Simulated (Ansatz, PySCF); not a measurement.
Reaction (SMILES): F[C]F -> [C]F + F atom (the C-F bond at the site shown breaks; other sites are not compared here)
Structures are relaxed separately at B3LYP-D3(BJ)/def2-TZVP in Ansatz (a program for electronic structure). Unstable Hartree-Fock reference: F[C]F.

Property: bond dissociation energy (enthalpy at 298 K, with B3LYP-D3(BJ) rigid-rotor harmonic-oscillator terms from PySCF), in kcal/mol. Cores are frozen in the correlated levels unless marked. Open shells are spin-unrestricted. Spin-orbit coupling is left out. Non-relativistic. FCI takes restricted orbitals. Basis-set limits of correlation are two-point, X^-3; Hartree-Fock from the larger set.

```csv
level,program,bond dissociation energy (kcal/mol)
PBE0-D4/def2-TZVP,Ansatz + dftd4,122.4
r2SCANh-D4/def2-TZVPD,Ansatz + dftd4,120.5
MP2/cc-pwCVTZ,Ansatz,128.3
"RI-MP2/CBS(cc-pVTZ,cc-pVQZ)",Ansatz,132.2
```

Problem. What does CCSD(T)/CBS(aug-cc-pVTZ,aug-cc-pVQZ) (Ansatz) give?

Solution. 124.9 kcal/mol, so RI-MP2/CBS(cc-pVTZ,cc-pVQZ) differs from it by 7.3 kcal/mol.
